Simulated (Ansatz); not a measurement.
An input meant for [CuH2]- (CuH2⁻) (charge -1, singlet; scaled by 1.25).

```yaml
crystal:
  periodic: [true, true, true]
  atoms:
    - {symbol: Cu, position_ang: [0.000030, 0.000017, 0.000005]}
    - {symbol: H, position_ang: [-0.021899, -0.027079, 1.942759]}
    - {symbol: H, position_ang: [0.021869, 0.027062, -1.942764]}
basis:
  gaussian: {orbitals: "6-31G*"}
total_charge: -1
magnetization: {spin_polarized: true, initial_magnetization: 0}
hamiltonian: {xc: {name: SVWN5}}
scf: {omitted_lower_state_checks: [starts]}
output: {forces: true}
```

```sh
$ ansatz run in.yaml --threads 4 --pin off --events-out ev --progress --plain --max-ram 3916MiB
```

Output, abridged:

```
Error: YAML parse error: error: line 2 column 3: crystal: missing field `lattice` (a structure is typed as `lattice` and `atoms`, a molecule's as `atoms` in Å alone, or read from a run's directory, `checkpoint`)
 --> <input>:2:3
1 | crystal:
2 |   periodic: [true, true, true]
3 |   atoms:
4 |     - {symbol: Cu, position_ang: [0.000030, 0.000017, 0.000005]}
```

In this input the species is marked periodic without a cell. The program refused the input.
